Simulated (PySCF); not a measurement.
## Ionisation energy of Cu³⁺ by level of theory

Cu³⁺ [Ar] 3d8 [3d3/2^4 3d5/2^4, M_J = 4] → Cu⁴⁺ [Ar] 3d7 [3d3/2^4 3d5/2^3, M_J = 9/2], as a difference of total energies. Calculation: PySCF 2.14, in x2c-QZVPPall-2c (11s9p6d4f2g, 114 functions); the two-component X2C-1e Hamiltonian. Correlated levels: [Ne] frozen; the 8 highest virtual spinors dropped. "Screened" scales the spin-orbit matrix elements by Boettger's factors to mimic the two-electron term; Breit and QED terms are absent.

**Question.** Order these methods by the ionisation energy they give, lowest first.
A. GMP2 (spin-free)
B. GHF (screened spin-orbit)
C. GMP2 (screened spin-orbit)
D. GHF (spin-free)

**Answer.** B (55.022 eV), D (55.046 eV), C (57.488 eV), A (57.512 eV).

Errors of the correlated levels include the incompleteness of this basis and the frozen core.

The labels give the starting determinants; with spin-orbit coupling the two ends relaxed to ⟨J²⟩ = 20.01, ⟨L²⟩ = 12.01, ⟨S²⟩ = 2.00 and ⟨J²⟩ = 24.75, ⟨L²⟩ = 12.04, ⟨S²⟩ = 3.74.

For comparison: 57.38 ± 0.05 eV (semi-empirical (NIST evaluation); NIST Atomic Spectra Database, ionization energies).
